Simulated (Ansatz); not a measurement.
Ansatz (a first-principles code) input:
A basis named .json is the Basis Set Exchange file of that set.

Ansatz 0.2 input:
```yaml
crystal:
  periodic: [false, false, false]
  atoms:
    - {symbol: N, position_ang: [-0.27340706, -0.50829171, 1.63165437]}
    - {symbol: Si, position_ang: [-0.04455512, -0.01683988, 0.07924591]}
    - {symbol: O, position_ang: [1.55635475, -0.41356845, -0.30513611]}
    - {symbol: O, position_ang: [-0.24018252, 1.61988951, -0.30230777]}
    - {symbol: O, position_ang: [-0.95616579, -0.64786400, -1.19874924]}
    - {symbol: H, position_ang: [-1.19982292, -0.39948419, 2.02912742]}
    - {symbol: H, position_ang: [1.91272201, -0.78219007, 0.51017219]}
    - {symbol: H, position_ang: [-0.09603687, 2.11366343, 0.50908210]}
    - {symbol: H, position_ang: [-0.95929248, -1.60584526, -1.12985991]}
basis:
  gaussian:
    orbitals: aug-cc-pV_D+d_Z.json
total_charge: -1
magnetization: {spin_polarized: false}
correlation: {method: ccsd_t, electrons: outside_noble_gas}
```

Predict the final energy.

-571.47832 Eh (CCSD(T)/aug-cc-pV(D+d)Z). The basis has 160 functions.

It need not be the lowest isomer of its formula. Whether it binds its extra electron was not tested at this geometry.
